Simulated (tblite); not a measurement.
A geometry optimisation, step by step.

Species: C5H15FSi3.
Atom-mapped SMILES: `[CH2:1]=[CH:2][Si@:3]([CH3:4])([CH2:5][SiH3:6])[CH2:7][SiH2:8][F:9]` (hydrogens: H10, H11 on C1; H12 on C2; H13, H14, H15 on C4; H16, H17 on C5; H18, H19, H20 on Si6; H21, H22 on C7; H23, H24 on Si8)

Computed with GFN2-xTB (tblite), gas phase: L-BFGS steps from a force-field or distance-geometry start until the largest atomic force falls under 0.01 eV/Å. 3 of its 293 geometries are shown.

Step 0: E = -768.6011 eV, largest atomic force 2.227 eV/Å
```
atom  x, y, z in Å  |  force x, y, z in eV/Å
C1     -0.578   -2.847    0.494   -0.572  -1.068  -0.169
C2     -0.789   -1.946   -0.448   -0.257  -1.005   0.114
Si3    -0.181   -0.221   -0.391    0.092   0.618  -0.815
C4      0.630    0.092   -2.072   -0.988   0.158  -0.279
C5      0.965    0.096    1.021    0.690   0.131   1.458
Si6     2.749    0.278    0.455    0.795  -0.043   0.325
C7     -1.692    0.889   -0.403   -1.066   0.058  -1.215
Si8    -1.880    1.941    1.099   -1.331   1.756   0.325
F9     -1.603    3.550    0.637   -0.111  -1.682   0.602
H10    -0.999   -3.851    0.352    0.324   0.312   0.326
H11    -0.050   -2.685    1.420   -0.018   0.102  -0.191
H12    -1.353   -2.259   -1.323    0.064   0.040   0.100
H13     0.917    1.150   -2.100    0.354  -0.586  -0.350
H14    -0.180   -0.058   -2.811    0.602   0.161   0.085
H15     1.415   -0.623   -2.285    0.073   0.459  -0.204
H16     0.920   -0.742    1.743   -0.066   0.506  -0.280
H17     0.752    1.019    1.590   -0.049  -0.597  -0.291
H18     2.905   -0.461   -0.801    0.350   0.075   0.232
H19     3.082    1.708    0.344   -0.026  -0.139  -0.152
H20     3.619   -0.267    1.531   -0.099   0.060  -0.309
H21    -1.656    1.587   -1.275   -0.104  -0.685   0.475
H22    -2.589    0.224   -0.539    0.742   0.822   0.090
H23    -3.308    1.904    1.518    0.404   0.260  -0.104
H24    -1.110    1.541    2.249    0.200   0.290   0.226
```

Step 146: E = -769.4311 eV, largest atomic force 0.027 eV/Å
```
atom  x, y, z in Å  |  force x, y, z in eV/Å
C1     -0.238   -2.751    0.480    0.005  -0.007  -0.005
C2     -0.644   -1.899   -0.447   -0.003   0.006  -0.001
Si3    -0.218   -0.056   -0.532    0.009  -0.003   0.006
C4      0.489    0.327   -2.261    0.005  -0.005   0.012
C5      1.032    0.427    0.822   -0.005   0.007  -0.002
Si6     2.815   -0.174    0.580    0.004  -0.026   0.005
C7     -1.877    0.907   -0.361    0.002   0.000  -0.005
Si8    -2.216    1.757    1.289    0.002   0.005   0.010
F9     -1.126    2.937    1.462   -0.002  -0.002   0.002
H10    -0.517   -3.795    0.471   -0.001   0.000   0.012
H11     0.402   -2.448    1.293   -0.008   0.016  -0.012
H12    -1.284   -2.279   -1.235    0.007  -0.002   0.004
H13     0.707    1.385   -2.366    0.001  -0.004  -0.010
H14    -0.214    0.055   -3.043    0.012   0.008  -0.001
H15     1.410   -0.218   -2.440   -0.005  -0.008  -0.006
H16     0.661    0.063    1.780    0.001  -0.009  -0.005
H17     1.049    1.513    0.910   -0.005  -0.001  -0.007
H18     2.847   -1.612    0.291   -0.006   0.020   0.008
H19     3.444    0.543   -0.531    0.005   0.008  -0.002
H20     3.586    0.079    1.804    0.000  -0.001  -0.009
H21    -1.911    1.665   -1.144   -0.003   0.008  -0.002
H22    -2.696    0.221   -0.576   -0.010   0.001   0.003
H23    -3.491    2.466    1.313    0.003  -0.003   0.006
H24    -2.017    0.904    2.452   -0.008  -0.006  -0.001
```

Step 292: E = -769.4731 eV, largest atomic force 0.009 eV/Å
```
atom  x, y, z in Å  |  force x, y, z in eV/Å
C1     -0.462   -2.261    0.934   -0.002  -0.002   0.006
C2     -0.602   -1.666   -0.240    0.001   0.000   0.000
Si3    -0.105    0.123   -0.606   -0.002   0.001   0.000
C4      0.430    0.219   -2.432    0.004  -0.005  -0.006
C5      1.302    0.715    0.535   -0.001   0.007   0.003
Si6     2.931   -0.250    0.433   -0.006  -0.001  -0.005
C7     -1.643    1.248   -0.356   -0.003   0.001   0.002
Si8    -2.524    1.060    1.303   -0.005   0.000  -0.004
F9     -1.435    1.205    2.487    0.006   0.000  -0.003
H10    -0.766   -3.282    1.111    0.002  -0.002   0.001
H11    -0.031   -1.750    1.779   -0.003   0.004   0.001
H12    -1.042   -2.237   -1.050    0.002   0.001  -0.003
H13     0.689    1.233   -2.720    0.003   0.004   0.004
H14    -0.361   -0.116   -3.096   -0.005   0.003   0.002
H15     1.298   -0.406   -2.615    0.001   0.002   0.001
H16     0.942    0.692    1.562   -0.002  -0.005   0.001
H17     1.508    1.764    0.321    0.000   0.001  -0.002
H18     2.696   -1.684    0.611    0.003   0.000   0.003
H19     3.562   -0.027   -0.872    0.004  -0.002  -0.004
H20     3.849    0.223    1.476    0.004  -0.001   0.001
H21    -1.335    2.286   -0.483    0.006   0.004  -0.001
H22    -2.359    1.051   -1.153   -0.003  -0.004   0.002
H23    -3.463    2.143    1.576    0.001  -0.007  -0.001
H24    -3.092   -0.265    1.504   -0.004   0.002   0.003
```

**Question.** Summarise the path.

**Answer.** The energy falls by 0.8720 eV from step 0 to step 292; nine tenths of that is first reached at step 71. It rises by more than 0.2 meV at steps 46, 63, 111, 192, 219 and 230. The largest force goes from 2.227 to 0.009 eV/Å. Among the bonds Si8–F9 changes most, from 1.697 to 1.615 Å; the atoms move by 1.269 Å rms after alignment.

**Question.** Follow the three bonds and two angles with the largest change from start to end.

**Answer.** 
| step | E above end (eV) | largest force (eV/Å) | Si8–F9 (Å) | C2–Si3 (Å) | Si3–C5 (Å) | F9–Si8–H24 (°) | H13–C4–H15 (°) |
| --- | --- | --- | --- | --- | --- | --- | --- |
| 0 | 0.8720 | 2.227 | 1.697 | 1.830 | 1.846 | 113.2 | 116.2 |
| 13 | 0.2531 | 0.199 | 1.615 | 1.903 | 1.920 | 100.9 | 109.0 |
| 25 | 0.2075 | 0.076 | 1.616 | 1.899 | 1.907 | 104.0 | 108.0 |
| 38 | 0.1867 | 0.138 | 1.616 | 1.895 | 1.911 | 102.8 | 108.0 |
| 51 | 0.1363 | 0.123 | 1.614 | 1.896 | 1.912 | 105.1 | 108.0 |
| 63 | 0.0969 | 0.278 | 1.607 | 1.896 | 1.906 | 105.0 | 107.6 |
| 76 | 0.0851 | 0.039 | 1.616 | 1.895 | 1.909 | 104.1 | 107.6 |
| 89 | 0.0759 | 0.082 | 1.617 | 1.895 | 1.907 | 104.8 | 107.4 |
| 102 | 0.0676 | 0.060 | 1.618 | 1.896 | 1.905 | 105.0 | 107.5 |
| 114 | 0.0558 | 0.067 | 1.615 | 1.892 | 1.905 | 104.5 | 107.7 |
| 127 | 0.0472 | 0.039 | 1.615 | 1.895 | 1.905 | 104.5 | 107.4 |
| 140 | 0.0430 | 0.032 | 1.615 | 1.893 | 1.903 | 104.5 | 107.8 |
| 152 | 0.0416 | 0.019 | 1.616 | 1.894 | 1.905 | 104.8 | 107.7 |
| 165 | 0.0406 | 0.018 | 1.615 | 1.893 | 1.904 | 104.6 | 107.7 |
| 178 | 0.0396 | 0.038 | 1.616 | 1.893 | 1.903 | 104.8 | 107.6 |
| 190 | 0.0328 | 0.063 | 1.616 | 1.893 | 1.905 | 104.5 | 107.8 |
| 203 | 0.0273 | 0.040 | 1.616 | 1.894 | 1.905 | 104.6 | 107.7 |
| 216 | 0.0197 | 0.047 | 1.615 | 1.895 | 1.903 | 104.0 | 107.6 |
| 229 | 0.0069 | 0.087 | 1.617 | 1.893 | 1.904 | 104.6 | 107.6 |
| 241 | 0.0045 | 0.012 | 1.615 | 1.892 | 1.904 | 104.3 | 107.6 |
| 254 | 0.0037 | 0.023 | 1.615 | 1.892 | 1.905 | 104.0 | 107.6 |
| 267 | 0.0011 | 0.042 | 1.615 | 1.892 | 1.905 | 104.0 | 107.6 |
| 279 | 0.0004 | 0.015 | 1.615 | 1.892 | 1.905 | 104.2 | 107.6 |
| 292 | 0.0000 | 0.009 | 1.615 | 1.892 | 1.905 | 104.1 | 107.6 |

What follows is the cost of the whole relaxation. Hardware: Arm Neoverse N1, one thread, no GPU, shared host with 64 logical CPUs at a one-minute load of 55. Cost: 6.7 s wall.
